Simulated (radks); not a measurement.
F2+, 7 electrons, occupied as [He] 2s2 2p3. All-electron calculation, non-relativistic Kohn-Sham, PBE, spin-polarised, spherical densities, point nucleus; open shells are filled with parallel spins first. Program: a radial shooting solver on a logarithmic mesh with Libxc functionals.

Unscreened Slater integrals over Kohn-Sham orbitals (cm^-1). They are taken over the spin-up orbitals.

\begin{tabular}{lr}
integral & value \\ \hline
F0(2p,2p) & 228760 \\
F2(2p,2p) & 105370 \\
F0(2p,2s) & 222450 \\
G1(2p,2s) & 134700 \\
F0(2p,1s) & 322280 \\
G1(2p,1s) & 40035 \\
F0(2s,2s) & 218670 \\
F0(2s,1s) & 308790 \\
G0(2s,1s) & 24503 \\
F0(1s,1s) & 1170100 \\
\end{tabular}

Derived for the open shells (J is the average intra-shell exchange parameter used in DFT+U). 2p: J = F2/5 = 21070 cm^-1.
